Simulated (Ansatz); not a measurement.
A ladder of methods for CH3FGeO (SMILES C[O][Ge][F])

CH3FGeO has 7 atoms, charge 0, and is taken as a singlet. SMILES: `C[O][Ge][F]`. Geometry: relaxed at PBE0-D4/def2-TZVP. This is one conformer, not always the lowest.

Each level gives the electronic atomisation energy (eV). The values are calculated. Electronic energies at fixed atoms, without zero-point motion or spin-orbit coupling.

```csv
level,kind,program,value (eV),less CCSD(T)/6-31G*,CPU time (all runs)
HF/6-31G* (spherical functions),Hartree–Fock,Ansatz,18.45,-6.13,2.8 s
SVWN5/6-31G* (spherical functions),LDA,Ansatz,31.59,+7.01,6.5 s
PBE/6-31G* (spherical functions),GGA,Ansatz,27.67,+3.09,10 s
r2SCAN/6-31G* (spherical functions),meta-GGA,Ansatz,26.92,+2.34,21 s
B3LYP/6-31G* (spherical functions),global hybrid,Ansatz,26.74,+2.16,11 s
HSE06/6-31G* (spherical functions),range-separated hybrid,Ansatz,26.64,+2.06,12 s
B2PLYP/6-31G* (spherical functions),double hybrid,Ansatz,26.17,+1.59,13 s
CCSD(T)/6-31G* (spherical functions),coupled cluster or CI,Ansatz,24.58,0.00,22 s
```

CCSD(T)/6-31G* (spherical functions) is the highest level here, not the true value. All-electron rows without a relativistic Hamiltonian named are non-relativistic. Correlated wave functions underbind in double-zeta sets. The values span 18.45 to 31.59 eV. In the correlated wave-function rows the outer d shell of Ge is correlated, in sets not made for it. CPU times are rough (shared hosts, several kinds of processor and program).
